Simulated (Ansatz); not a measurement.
CoCl2 (the lowest doublet isomer of a short search) was relaxed with PBE0-D4 (def2-TZVP) in Ansatz in these states: neutral quartet, neutral sextet. The geometries follow in no particular order.

A:

```
atom    x (Å)    y (Å)    z (Å)
 Co1  -0.4001   0.7416  -0.3085
 Cl2  -1.0206  -0.5714   1.2553
 Cl3   1.4207  -0.1702  -0.9468
```

B:

```xyz
3

Co    0.002   -0.001   -0.001
Cl   -0.830   -0.945   -1.668
Cl    0.828    0.945    1.669
```

Problem. Judge from the bond lengths which geometry belongs to which state (an estimate).

Solution. A is the neutral sextet (Co1–Cl3 2.134 Å, Co1–Cl2 2.134 Å); B is the neutral quartet (Co1–Cl3 2.089 Å, Co1–Cl2 2.089 Å).

At PBE0-D4/def2-TZVP a quartet lies 3.89 eV below the neutral sextet. These are the stationary points nearest to one start from a short search; other shapes may lie lower in each state.
